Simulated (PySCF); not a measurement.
**Assignment exercise: CH$_{13}$NOSi$_{4}$**

Geometry:
| atom | x (Å) | y (Å) | z (Å) |
| --- | --- | --- | --- |
| C1 | 2.978 | 0.825 | -0.144 |
| Si2 | 1.285 | 1.546 | -0.604 |
| O3 | 0.356 | 0.419 | -1.299 |
| Si4 | -0.345 | -1.054 | -1.353 |
| N5 | 0.796 | -2.156 | -0.669 |
| Si6 | -2.213 | -1.066 | -0.010 |
| Si7 | -2.683 | 0.867 | 1.175 |
| H8 | 3.609 | 1.574 | 0.324 |
| H9 | 3.504 | 0.454 | -1.020 |
| H10 | 2.877 | -0.003 | 0.553 |
| H11 | 0.591 | 2.017 | 0.599 |
| H12 | 1.400 | 2.576 | -1.637 |
| H13 | -0.514 | -1.201 | -2.810 |
| H14 | 1.763 | -2.081 | -0.946 |
| H15 | 0.543 | -3.124 | -0.565 |
| H16 | -2.174 | -2.216 | 0.919 |
| H17 | -3.377 | -1.415 | -0.851 |
| H18 | -2.311 | 2.074 | 0.429 |
| H19 | -4.106 | 1.028 | 1.501 |
| H20 | -1.984 | 0.948 | 2.463 |

Calculated, not measured (PySCF 2.14): GFN2-xTB structure, shielding tensors at PBE0/pcSseg-1 (GIAO). A single conformation, no relativistic terms, one averaged value for each set of equivalent atoms, no solvent model.

References, each an isolated molecule treated in the same way: TMS for $^{1}$H (σref 31.72).

Q: Assign these signals to the numbered atoms. $^{1}$H NMR (600 MHz, computed): δ 6.05 (m, 1H), 5.33 (m, 1H), 5.22 (m, 1H), 3.66 (m, 3H), 3.22 (m, 1H), 3.22 (m, 1H), 0.43 (br s, 2H), 0.32 (m, 3H).

A: 
6.05 → H13, hydrogen on a silicon bonded to N, O, Si
5.33 → H11, hydrogen on a silicon bonded to C, O
5.22 → H12, hydrogen on a silicon bonded to C, O
3.66 → H18/H19/H20, hydrogen on a silicon bonded to Si
3.22 → H17, hydrogen on a silicon bonded to 2 Si
3.22 → H16, hydrogen on a silicon bonded to 2 Si
0.43 → H14/H15, hydrogen on a nitrogen bonded to Si: exchangeable; this is the value without hydrogen bonding to other molecules
0.32 → H8/H9/H10, hydrogen on a methyl carbon bonded to Si: an electropositive neighbour shields it, as in TMS itself

H11 and H12; H17 and H16; H14/H15 and H8/H9/H10 lie closer than the usual error of such a calculation, so a measured spectrum could show them in the other order.

The OH or NH signal is concentration- and solvent-dependent in practice; the value given is the gas-phase one. Multiplicities follow the n + 1 count of equivalent neighbours, as no J values were calculated; m marks all less simple cases, F and P coupling included.
